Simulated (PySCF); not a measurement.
# How the functional moves excitation energies

C₄H₇BrO.
SMILES with atom numbers: `[CH3:1][C:2](=[O:3])[CH2:4][CH2:5][Br:6]` (hydrogens: H7, H8, H9 on C1; H10, H11 on C4; H12, H13 on C5)

Cartesian coordinates in Å at the PBE0-D3(BJ)/def2-SVP level; atoms count from 1:
```
atom  x, y, z in Å
C1    -2.0421   -0.2157   -0.5869
C2    -0.7139   -0.4651   -1.2537
O3    -0.6188   -1.0618   -2.2995
C4     0.5127    0.0726   -0.5407
C5     1.7813   -0.2254   -1.3035
Br6    3.3413    0.4781   -0.3851
H7    -2.8483   -0.6335   -1.2021
H8    -2.0606   -0.6779    0.4127
H9    -2.2038    0.8641   -0.4424
H10    0.3884    1.1584   -0.3881
H11    0.5509   -0.3602    0.4739
H12    1.9400   -1.3038   -1.4206
H13    1.7692    0.2274   -2.3018
```

Linear-response calculations in the def2-SVPD basis (PySCF; singlets by full response, triplets Tamm–Dancoff, core orbitals frozen in the response; HF means time-dependent Hartree–Fock). 'Strongest' is the level of largest summed f among the singlets computed (10 roots, of which the last may lack a degenerate partner); it can jump between rows when another state enters that window. S1 is the lowest singlet of each run and needn't be the same state throughout; f(S1) is that of one state. Isolated species at its PBE0-D3(BJ)/def2-SVP geometry (one conformer only). The LDA/def2-SVPD calculation is non-relativistic and has no spin–orbit coupling, an omission that weighs most on bromine.

```csv
functional,kind,S1 (eV),f(S1),strongest (eV),T1 (eV),HOMO (eV),gap (eV),"ionisation energy, ΔSCF (eV)"
LDA,LDA,4.18,0.000,5.85,3.73,-6.17,3.95,9.93
PBE,GGA,4.22,0.000,5.79,3.69,-6.02,4.02,9.70
B3LYP,"global hybrid, 20% exact exchange",4.45,0.000,6.69,3.89,-7.33,6.22,9.43
PBE0,"global hybrid, 25% exact exchange",4.49,0.000,7.01,3.88,-7.57,6.74,9.48
BHandHLYP,"global hybrid, 50% exact exchange",4.72,0.000,7.85,4.14,-8.96,9.38,9.76
CAM-B3LYP,range-separated hybrid,4.53,0.000,7.61,3.96,-9.00,9.38,9.84
wB97X-D,range-separated hybrid,4.54,0.000,7.82,4.00,-9.48,10.52,9.79
HF,Hartree–Fock,5.15,0.000,9.43,4.58,-10.92,13.11,not settled
```

Problem. What does LC-wPBE (range-separated hybrid) give?

Solution. S1 (eV) 4.53, f(S1) 0.000, strongest (eV) 8.65, T1 (eV) 3.92, HOMO (eV) -10.31, gap (eV) 11.94, ionisation energy, ΔSCF (eV) 10.03. S1 runs from 4.18 eV (LDA) to 5.15 eV (HF), a spread of 0.96 eV, while the orbital gap spreads over 9.2 eV. Along PBE (0%), B3LYP (20%), PBE0 (25%), BHandHLYP (50%), HF (100%) S1 rises with the share of exact exchange. −ε(HOMO) comes closest to its own ΔSCF ionisation energy with LC-wPBE (+0.28 eV) and misses most with LDA (-3.76 eV). 'Not settled' means that the ion's SCF failed to converge or may have ended in another state than the lowest.
